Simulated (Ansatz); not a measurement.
Ansatz (a first-principles code) input:

Ansatz 0.2 input:
```yaml
crystal:
  periodic: [false, false, false]
  atoms:
    - {symbol: Cu, position_ang: [-0.45536420, -0.38697720, -0.57112958]}
    - {symbol: F, position_ang: [0.47150014, 0.38262781, 0.62581248]}
basis:
  gaussian:
    orbitals: def2-TZVP
hamiltonian:
  xc: b3lyp
  dispersion: d3bj
magnetization: {spin_polarized: true, initial_magnetization: 2}
relax: {f_tol: 0.002, max_steps: 150}
```

Predict the final energy.

-1740.38789 Eh (B3LYP-D3(BJ)/def2-TZVP). The basis has 76 functions.

The spin state was set by rule; other spins were not relaxed.
